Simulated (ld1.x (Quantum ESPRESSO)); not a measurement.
## What one change does to a pseudopotential (I, TM semilocal)

ld1.x (Quantum ESPRESSO) 7.5 input, shortened:

```
&input
   title='I', zed=53., rel=1, dft='PBE', iswitch=3,
   config='[Kr] 4d10 5s2 5p4'
 /
 &inputp
   pseudotype=1, tm=.true., lloc=2,
   nlcc=.false.
 /
3
5S  1  0   2.00   0.00  1.45  1.45  0.0
5P  2  1   4.00   0.00  2.15  2.15  0.0
4D  3  2  10.00   0.00  0.90  0.90  0.0
 &test
   configts(1)='4d10 5s2 5p4'
 /
```

Change: wave 5s (bound): rc 1.45 bohr becomes 5s (bound): rc 1.26 bohr.

Cutoffs: the cutoffs (Ry, on a coarse ladder) from which the occupation-weighted sum of valence levels, in a spherical-Bessel basis at the reference potential, stays within 10 and 1 mRy of its value at 400 Ry; they do not see the model core or the augmentation charge, which bear on the density cutoff. Errors are all-electron minus pseudo energies relative to the spin-unpolarised reference configuration.

Task: What does the change do?

Result: The potential gets harder (140 Ry and 160 Ry → 140 Ry and 230 Ry); the s channel binds one level more than in the base; of the 7 tests that both files solve, the error grows in 5 and shrinks in 1 by more than 15 % and 0.3 meV (median size 7.3 → 9.4 meV); the range in which the s phases agree narrows (upper end 1.3 → -0.8); neither file shows a bound ghost. A smaller radius makes the pseudo-wave follow the all-electron one further in, where it bends more sharply, so more plane waves are needed. A semilocal file is local in each channel, so a ghost entry of none says nothing of the separable form that plane-wave codes build from it.

```tsv
quantity	base	changed
cutoff, loose	140 Ry	140 Ry
cutoff, tight	160 Ry	230 Ry
loose cutoff by channel (10 mRy a level)	s 35 Ry, p 15 Ry, d 110 Ry	s 110 Ry, p 15 Ry, d 110 Ry
bound ghosts	none	none
error for 4d10 5s2 5p5, meV [ΔE -11.13 eV]	+5.6	+7.0
error for 4d10 5s2 5p3, meV [ΔE 19.85 eV]	-1.0	+2.8
error for 4d10 5s2 5p2, meV [ΔE 49.17 eV]	+8.7	+32
error for 4d10 5s2 5p5.3, meV [ΔE -12.91 eV]	+7.3	+9.4
error for 4d9 5s2 5p5, meV [ΔE 47.12 eV]	-277	+284
error for 4d10 5s1 5p5, meV [ΔE 10.98 eV]	-2.9	+7.3
error for 4d9 5s2 5p6, meV [ΔE 34.73 eV]	-359	+92
s: phases at 2.34 bohr within 0.05 rad from the reference energy up to (Ry; the scan ends near 5)	1.3	-0.8
p: phases at 2.34 bohr within 0.05 rad from the reference energy up to (Ry; the scan ends near 5)	3.2	3.2
d: phases at 2.34 bohr within 0.05 rad from the reference energy up to (Ry; the scan ends near 5)	to the end of the scan	to the end of the scan
```
